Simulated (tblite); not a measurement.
Compound: C6H6FGaO.
Cartesian coordinates in Å at the GFN2-xTB level; atoms count from 1:
```xyz
15
C6H6FGaO angstrom
C      3.393   -0.106   -0.245
C      1.957    0.010   -0.252
C      0.757    0.108   -0.261
C     -0.648    0.208   -0.259
C     -1.329    1.347   -0.365
Ga    -3.249    0.745   -0.277
F     -4.928    1.241   -0.297
O     -2.781   -1.006   -0.112
C     -1.398   -1.122   -0.120
H      3.687   -1.139   -0.067
H      3.793    0.218   -1.206
H      3.813    0.524    0.539
H     -0.925    2.338   -0.466
H     -1.086   -1.765   -0.955
H     -1.060   -1.591    0.814
```

Level: GFN2-xTB in tblite, geometry and Hessian alike; calculated harmonic values, unscaled, isolated species. The method is semi-empirical: single wavenumbers can be off by several per cent or more. The optimisation stopped once no atom felt more than 0.01 eV/Å.

Lowest wavenumbers of the output (negative numbers stand for imaginary wavenumbers):
```
mode    cm-1
  1     -35.9
  2      56.6
  3      69.5
  4     101.5
  5     109.0
  6     193.2
  7     223.7
  8     235.4
  9     262.3
 10     316.0
```

Problem. Is this structure a minimum?

Solution. Not by this Hessian. 1 mode is imaginary beyond 20i (36i cm⁻¹), so at this level the point lies at or near a first-order saddle. The curvature is small, so loose convergence or finite differences may be the whole cause.

Problem. Which atoms move in the imaginary mode?

Solution. 36i: H11 (methyl hydrogen) 33 %, H12 (methyl hydrogen) 32 %, H10 (methyl hydrogen) 32 %. These are shares of the mass-weighted motion.

Problem. What is the remedy?

Solution. Step along that mode in both directions, optimise again with tighter thresholds and repeat the frequencies. The zero-point energy of this point (61.9 kcal/mol) counts the 38 real modes alone, and thermal corrections from it aren't those of a minimum.
